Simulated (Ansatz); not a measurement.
```yaml
crystal:
  periodic: [false, false, false]
  atoms:
    - {symbol: N, position_ang: [-2.025349, -0.052752, -0.222953]}
    - {symbol: Si, position_ang: [-0.328372, -0.256719, -0.542777]}
    - {symbol: Si, position_ang: [0.630192, -1.392272, 1.268010]}
    - {symbol: In, position_ang: [1.098086, 1.852570, -1.032513]}
    - {symbol: H, position_ang: [-2.625633, 0.200465, -0.993331]}
    - {symbol: H, position_ang: [-2.296145, 0.461278, 0.601666]}
    - {symbol: H, position_ang: [-0.232669, -1.148627, -1.737248]}
    - {symbol: H, position_ang: [0.470141, -0.581599, 2.509727]}
    - {symbol: H, position_ang: [0.018693, -2.728068, 1.506597]}
    - {symbol: H, position_ang: [2.089900, -1.561706, 1.024778]}
    - {symbol: H, position_ang: [2.751336, 1.755356, -1.548599]}
    - {symbol: H, position_ang: [0.449830, 3.452074, -0.833359]}
basis:
  gaussian: {orbitals: def2-TZVP}
total_charge: -3
magnetization: {spin_polarized: true, initial_magnetization: 1}
hamiltonian: {xc: {name: BHLYP}}
scf: {lower_state_search: full}
output: {forces: true}
```

```sh
$ ansatz run in.yaml --threads 4 --pin off --events-out ev --progress --plain --max-ram 10444MiB
```

It prints (some lines left out):

```
Functional definition: BHLYP
1602 factors; their error is unknown
mean field evaluation 1: about -22517.9240 eV, gradient 4.3e1 eV
mean field evaluation 2: about -22449.3377 eV, gradient 1.0e2 eV
mean field evaluation 4: about -22535.0029 eV, gradient 8.1e0 eV
mean field evaluation 8: about -22535.5082 eV, gradient 1.8e-1 eV
mean field evaluation 16: about -22535.7542 eV, gradient 1.4e-2 eV
mean field evaluation 160: about -22535.7542 eV, gradient 4.9e-4 eV
mean field evaluation 192: about -22535.7542 eV, gradient 4.2e-4 eV
mean field evaluation 224: about -22535.7542 eV, gradient 8.5e-4 eV
mean field evaluation 256: about -22535.7542 eV, gradient 4.3e-3 eV
mean field -22535.75422927 eV, -828.1736926428 hartree, gradient 1.1e-5 eV, S^2 0.752821; 12 other end points of the search recorded, 0 dependent functions left out
reference -22535.75444772 eV, -828.1737006707 hartree; 34, 33 occupied and 169, 170 virtual orbitals, 1602 factors
Total energy: -22535.75444772 eV, -828.1737006707 hartree
Atom 0 at    -2.025349    -0.052752    -0.222953 Å, force    -0.439248    -0.794704     0.213751 eV/Å
Atom 1 at    -0.328372    -0.256719    -0.542777 Å, force     0.588015     0.867864    -0.319026 eV/Å
Atom 2 at     0.630192    -1.392272     1.268010 Å, force    -0.699569     0.915218    -0.565379 eV/Å
Atom 3 at     1.098086     1.852570    -1.032513 Å, force    -0.372853     0.006218    -0.201411 eV/Å
Atom 4 at    -2.625633     0.200465    -0.993331 Å, force    -0.153582     0.229305    -0.332860 eV/Å
Atom 5 at    -2.296145     0.461278     0.601666 Å, force     0.029937     0.172948     0.151775 eV/Å
Atom 6 at    -0.232669    -1.148627    -1.737248 Å, force    -0.175017    -0.446676     0.208076 eV/Å
Atom 7 at     0.470141    -0.581599     2.509727 Å, force     0.264514    -0.409100     0.111226 eV/Å
Atom 8 at     0.018693    -2.728068     1.506597 Å, force     0.179466    -0.643066     0.421910 eV/Å
Atom 9 at     2.089900    -1.561706     1.024778 Å, force     0.250475    -0.362499     0.284595 eV/Å
Atom 10 at     2.751336     1.755356    -1.548599 Å, force     0.522016    -0.008033    -0.047677 eV/Å
Atom 11 at     0.449830     3.452074    -0.833359 Å, force     0.005846     0.472526     0.075020 eV/Å
Dipole moment:     0.101317    -1.112861     0.484546 e Å
```

What is wrong with this run?

The charge is far from anything that the molecule holds. Self-consistency was reached. The result belongs to that input, not to the molecule as meant.
